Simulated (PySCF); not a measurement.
**Working out the ionisation energy of Kr**

Kr [Kr] (1S) → Kr+ [Ar] 3d10 4s2 4p5 (2P). Calculation: PySCF 2.14, in jorge-DZP-DKH (8s6p2d1f, 43 functions); the spin-free X2C one-electron Hamiltonian (Gaussian nucleus). Frozen: [Ar] 3d10. Energies in hartree (1 hartree = 27.21139 eV):

| part | Kr (lower) | Kr+ (upper) |
| --- | --- | --- |
| UHF | -2788.012860 | -2787.527286 |
| CCSD correlation | -0.057352 | -0.049040 |
| (T) | -0.000504 | -0.000404 |

Problem. What does Hartree-Fock give?

Solution. (-2787.527286) − (-2788.012860) = 0.485574 hartree = 13.213 eV.

Problem. What do CCSD and CCSD(T) give?

Solution. The CCSD correlation energies differ by 0.008312 hartree = 0.226 eV and the triples by 0.000100 hartree = 0.003 eV, so CCSD gives 13.439 eV and CCSD(T) 13.442 eV.

Measured between the centres of the two terms (NIST): 14.222 eV, so CCSD(T) (valence) is off by -0.780 eV.

A double-zeta basis recovers only part of the correlation energy.

What remains against the reference includes basis incompleteness, the frozen core and higher excitations.
